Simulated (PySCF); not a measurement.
SMILES C[SiH2]/C=C/[SiH](F)F (C₃H₈F₂Si₂), singlet, GFN2-xTB optimised geometry.

```
15

Si    -2.16     0.25     0.00
F     -2.71     1.75     0.00
F     -2.69    -0.31    -1.40
C     -0.29     0.25     0.00
C      0.48    -0.39    -0.89
Si     2.36    -0.37    -0.93
C      2.92     0.42    -2.56
H     -2.86    -0.46     1.04
H      0.21     0.81     0.78
H     -0.02    -0.96    -1.67
H      2.85    -1.75    -0.84
H      2.86     0.41     0.22
H      2.56     1.44    -2.66
H      4.00     0.44    -2.64
H      2.54    -0.14    -3.42
```

Density from CAM-B3LYP/def2-TZVP run with PySCF at that geometry.

Minimum of the electron density along straight lines between bonded atoms, close to the bond critical point (lines longer than 1.1 times the sum of covalent radii, or with two minima, are not listed):

| bond | length / Å | ρ at the minimum / e bohr⁻³ | ∇²ρ there / e bohr⁻⁵ | position (fraction from the first atom) |
|---|---|---|---|---|
| Si1–F2 | 1.603 | 0.138 | 0.96 | 0.42 |
| Si1–F3 | 1.601 | 0.139 | 0.97 | 0.42 |
| Si1–C4 | 1.870 | 0.129 | 0.15 | 0.39 |
| C4–C5 | 1.334 | 0.349 | -1.06 | 0.50 |
| C5–Si6 | 1.888 | 0.119 | 0.18 | 0.61 |
| Si6–C7 | 1.899 | 0.118 | 0.14 | 0.39 |
| Si1–H8 | 1.444 | 0.136 | 0.16 | 0.50 |
| C4–H9 | 1.084 | 0.283 | -1.00 | 0.65 |
| C5–H10 | 1.085 | 0.285 | -1.01 | 0.65 |
| Si6–H11 | 1.470 | 0.125 | 0.17 | 0.49 |
| Si6–H12 | 1.468 | 0.125 | 0.17 | 0.49 |
| C7–H13 | 1.087 | 0.276 | -0.93 | 0.64 |
| C7–H14 | 1.086 | 0.276 | -0.93 | 0.64 |
| C7–H15 | 1.087 | 0.275 | -0.93 | 0.64 |
